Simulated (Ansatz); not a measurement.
All values below come from Ansatz (a quantum-chemistry and plane-wave program) with frozen-core CCSD(T)/def2-TZVPP // B3LYP-D3(BJ)/def2-TZVP. The restricted HF reference is unstable towards unrestricted orbitals.

Ansatz 0.2 input:
```yaml
crystal:
  periodic: [false, false, false]
  atoms:
    - { symbol: C, position_ang: [-1.385553, -0.421508, 0.211676] }
    - { symbol: C, position_ang: [-0.539782, 0.418551, -0.374479] }
    - { symbol: C, position_ang: [0.927042, 0.372916, -0.212474] }
    - { symbol: O, position_ang: [1.686565, 1.141408, -0.750121] }
    - { symbol: O, position_ang: [1.356709, -0.620201, 0.602891] }
    - { symbol: H, position_ang: [-1.035612, -1.212306, 0.861289] }
    - { symbol: H, position_ang: [-2.453091, -0.338312, 0.054534] }
    - { symbol: H, position_ang: [-0.879316, 1.21254, -1.0264] }
    - { symbol: H, position_ang: [2.323037, -0.553089, 0.633081] }
basis:
  gaussian: { orbitals: def2-TZVPP }
correlation:
  method: ccsd_t
```

Output:

```
Functional definition: HF
1304 factors; integrals over basis functions are off by at most 9.7e-4 eV
mean field evaluation 1: about -7227.5702 eV, gradient 4.5e1 eV
mean field evaluation 2: about -7227.8431 eV, gradient 4.5e1 eV
mean field evaluation 4: about -7231.8515 eV, gradient 4.9e0 eV
mean field evaluation 8: about -7231.9327 eV, gradient 5.2e-1 eV
mean field evaluation 16: about -7231.9344 eV, gradient 2.6e-6 eV
mean field -7231.93437326 eV, -265.7686862363 hartree, gradient 2.6e-6 eV, S^2 0.000000; 0 other end points of the search recorded, 0 dependent functions left out; unrestricted orbitals would lower it
5 core orbitals not correlated
reference -7231.93437326 eV, -265.7686862363 hartree; 14, 14 occupied and 192, 192 virtual orbitals, 1304 factors
second order -25.51395220 eV of doubles, -0.00000000 eV of singles
cycle   1  -25.21144646 eV  change    3.0e-1 eV  update   1.2e-1
cycle   2  -25.86439277 eV  change   -6.5e-1 eV  update   3.9e-2
cycle   3  -26.03794603 eV  change   -1.7e-1 eV  update   2.1e-2
cycle   4  -26.02239692 eV  change    1.6e-2 eV  update   5.8e-3
cycle   5  -26.01925689 eV  change    3.1e-3 eV  update   2.8e-3
cycle   6  -26.02104372 eV  change   -1.8e-3 eV  update   9.1e-4
cycle   7  -26.02081452 eV  change    2.3e-4 eV  update   3.7e-4
cycle   8  -26.02063752 eV  change    1.8e-4 eV  update   1.2e-4
cycle   9  -26.02068351 eV  change   -4.6e-5 eV  update   3.9e-5
cycle  10  -26.02070744 eV  change   -2.4e-5 eV  update   1.5e-5
perturbative correction -1.15888829 eV, -0.0425883593 hartree
Total energy: -7259.11396899 eV, -266.7675179564 hartree
```

Cost: roughly 2.5 core-minutes.
